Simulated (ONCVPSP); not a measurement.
**tellurium: from the effect back to the setting (ONCV)**

Base potential:

| Property | Result |
| --- | --- |
| Element | Te (Z = 52) |
| Generator | ONCVPSP 4.0.1 |
| Type | optimised norm-conserving Vanderbilt (ONCV) |
| Functional | LDA (Perdew-Wang 92) |
| Relativity | scalar-relativistic |
| Frozen core | [Kr] |
| Valence charge | 16 |
| Reference configuration | 4d10 5s2 5p4 |
| Partial waves | 5s: rc 1.70 bohr, ncon 5, nbas 9, qcut 3.3 1/bohr, 2 projectors, debl 1 Ha; 5p: rc 2.10 bohr, ncon 4, nbas 8, qcut 4.1 1/bohr, 1 projector; 4d: rc 0.90 bohr, ncon 3, nbas 8, qcut 10.1 1/bohr, 2 projectors, debl 2.8 Ha |
| Local potential | polynomial inside 0.65 bohr (lpopt 5, dvloc0 0 Ha) |
| Core correction | Teter function, fcfact 6, rcfact 1.2 |

Cutoffs, loose and tight: the cutoffs (Ha) at which the residual kinetic energy of the hardest occupied pseudo-wave falls to 1 and 0.1 mHa per electron. They do not see the model core or the augmentation charge, which bear on the density cutoff. Test errors are all-electron minus pseudo excitation energies from the reference, over the configurations 4d10 5s2 5p3; 4d10 5s2 5p2; 4d10 5s2 5p1; 4d9 5s2 5p4; variants that change the core or the reference have their own tests. The largest error is taken over the tests solved by every variant that gives reliable tests at all, those not shown here included: 4d10 5s2 5p1; 4d10 5s2 5p2; 4d10 5s2 5p3.

Only the scale of all radii but the core radius (base = 1) is moved (2 further runs of the sweep failed or gave no value and are left out):

```csv
scale of all radii but the core radius (base = 1),"cutoff, loose","cutoff, tight",bound ghosts,largest test error (meV)
0.97,52 Ha,214 Ha,"s, p",+10 over the solved tests; 2 of 4 tests not solved or not reliable
1.03,51 Ha,177 Ha,"s, p",+24 over the solved tests; 1 of 4 tests not solved or not reliable
1.13,48 Ha,107 Ha,"s, p",+11
1.32,44 Ha,52 Ha,"s, p",-26
```

Question: One more run gave cutoff, loose: 46 Ha; cutoff, tight: 67 Ha; bound ghosts: s, p; largest test error (meV): -3.3. Which value of the scale of all radii but the core radius (base = 1) was used?

Answer: 1.22. The tight cutoff moves one way along this sweep, from 214 Ha at 0.97 to 52 Ha at 1.32, which places the run between 1.13 and 1.32.
